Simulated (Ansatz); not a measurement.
`[GeH3][S][SiH2]I` + H₂O → `O[SiH2]I` + `[SH][GeH3]`  (formal hydrolysis of the Si–S bond)

Gas-phase electronic energies from Ansatz, PBE0-D4/def2-TZVP geometries. CCSD(T)/CBS is the MP2 limit (def2-TZVPP, def2-QZVPP) plus CCSD(T) − MP2 in def2-TZVPP, frozen cores. This one scheme is used for every species. DFT in def2-TZVPP. HSE06 is defined as in plane-wave codes. def2 core potentials past Kr. For Ge, I outer-core shells are correlated without core-valence functions, which leaves a few kJ/mol of doubt a bond. Scalar relativity is left out up to krypton. Each species was taken in one conformer, which may not be the lowest.

| level | ΔE (kJ/mol) | difference from CCSD(T)/CBS |
| --- | --- | --- |
| r2SCAN-D4 | -32.8 | -7.8 |
| PBE0-D4 | -23.1 | 1.9 |
| BHLYP-D4 | -35.8 | -10.8 |
| ωB97X-V | -35.1 | -10.1 |
| HSE06 | -29.4 | -4.4 |
| HF/def2-SVP | -49.5 | -24.5 |
| MP2/def2-TZVPP | -26.0 | -1.0 |
| SCS-MP2/def2-QZVPP | -30.5 | -5.5 |
| HF/CBS(def2) | -57.1 | -32.1 |
| CCSD/CBS(def2) | -29.5 | -4.5 |
| CCSD(T)/CBS | -25.0 | 0 |

Largest T1 diagnostic among the species: 0.011.

Leaving LDA and LC-ωPBE aside and taking each functional with its dispersion term where it has one, the values, not all of them listed here, spread over 23.1 kJ/mol, from CAM-B3LYP-D4 to revPBE-D4. In def2-TZVPP, CCSD(T) changes the Hartree–Fock value by +24.0 kJ/mol (the triples alone add +4.4 kJ/mol) and MP2 by +30.0 kJ/mol. The D4 term adds +12.0 kJ/mol with B3LYP and +6.7 kJ/mol with PBE0; it sums over pairs of atoms, weighted by their polarisabilities, and B3LYP, whose exchange is more repulsive, gets the larger term.

CCSD(T)/CBS has its own doubt, a few kJ/mol and more with outer-core shells, so smaller differences from it don't rank the levels.

B3LYP here is the variant with VWN-RPA as its local correlation; programs differ in this.
